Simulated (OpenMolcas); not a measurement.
Nb4+ in a point-charge field

Nb4+ among 6 point charges of -1 e arranged as a trigonal antiprism (D3d), 2.08 Å from the ion, with a polar angle of 58.6° against the regular 54.74°.

- Program: OpenMolcas
- Method: CASSCF
- Basis: ANO-RCC-VDZP [6s5p3d1f]
- Scalar Hamiltonian: DKH2, point nucleus
- Active space: 1 electron in 5 orbitals (4d)
- State averaging: 2S+1 = 2 even, 5 roots
- Spin-orbit coupling: RASSI with atomic mean-field integrals over the reference wave functions

The lowest spin-free states (labels of D3, the rotations of D3d), above the lowest:

```tsv
State	Degeneracy	E (cm-1)	Free-ion L (%)
2A1	1	0.0	D (100)
2E	2	1709	D (100)
2E	2	7753	D (100)
```

The lowest levels with spin-orbit coupling:

```json
{"E (cm-1)": "0.0", "Degeneracy": "2", "Label": "E1/2", "2S+1": "2", "g": "0.41 0.41 1.66"}
{"E (cm-1)": "1735", "Degeneracy": "2", "Label": "E3/2", "2S+1": "2", "g": "0.00 0.00 1.06"}
{"E (cm-1)": "2290", "Degeneracy": "2", "Label": "E1/2", "2S+1": "2", "g": "1.38 1.38 1.86"}
{"E (cm-1)": "7915", "Degeneracy": "2", "Label": "E3/2", "2S+1": "2", "g": "0.00 0.00 1.36"}
{"E (cm-1)": "8367", "Degeneracy": "2", "Label": "E1/2", "2S+1": "2", "g": "0.20 0.20 3.80"}
```

Powder χT (cm3 K/mol): 0.0973 at 2 K, 0.0997 at 10 K, 0.112 at 50 K, 0.127 at 100 K, 0.157 at 200 K, 0.187 at 300 K. The effective moment at 300 K is 2.828 √(χT) = 1.22 μB.

The lowest level has 2S+1 = 2, for which the spin-only value is χT = S(S+1) / 2 = 0.375 cm3 K/mol (g = 2). The computed 0.187 at 300 K differs by -0.188, through orbital momentum, spin-orbit coupling and any other state in reach.

Point charges carry no covalency, so the field is a model and not that of real ligands. No measured value stands beside these numbers.

The RASSCF and RASSI steps took 1.6 s on 1 thread of Arm Neoverse V1 (shared host); the integral step is not counted.
